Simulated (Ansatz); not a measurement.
Stepwise reaction of `O[SiH](O)C#[C][GeH3]` with hydrogen, as a gas-phase model of exchange steps in deposition or etching. ΔE in kJ/mol.

Program: Ansatz. Geometries: PBE0-D4/def2-TZVP. ΔE: electronic, gas phase. CCSD(T)/CBS is the MP2 limit (def2-TZVPP, def2-QZVPP) plus CCSD(T) − MP2 in def2-TZVPP, frozen cores. This one scheme is used for every species. DFT in def2-TZVPP. B3LYP here is the variant with VWN-RPA as its local correlation; programs differ in this. For Ge outer-core shells are correlated without core-valence functions, which leaves a few kJ/mol of doubt a bond. Scalar relativity is left out up to krypton. One conformer a species, not always the lowest.

```csv
step,reaction,PBE-D4,B3LYP-D4,ωB97M-V,CCSD(T)/CBS
2,`O[SiH2]C#[C][GeH3]` + H₂ → `[SiH3]C#[C][GeH3]` + H₂O,65.9,72.5,72.9,70.5
```

Give the row of step 1, `O[SiH](O)C#[C][GeH3]` + H₂ → `O[SiH2]C#[C][GeH3]` + H₂O. (Best estimate.)

Computed: 
```
step                                                  reaction  PBE-D4  B3LYP-D4  ωB97M-V  CCSD(T)/CBS
   1  `O[SiH](O)C#[C][GeH3]` + H₂ → `O[SiH2]C#[C][GeH3]` + H₂O    89.0      94.5     95.9         92.5
```

By hand: ΔE of the 2 steps together at CCSD(T)/CBS.

(92.5) + (70.5) = 163.0 kJ/mol, or 81.5 kJ/mol a step.

In ΔE each step is lower than the one before. All are uphill at CCSD(T)/CBS. PBE-D4 differs from CCSD(T)/CBS by -4.6 to -3.5 kJ/mol a step. Isolated molecules leave out the surface, adducts and barriers. Largest T1 diagnostic: 0.013.
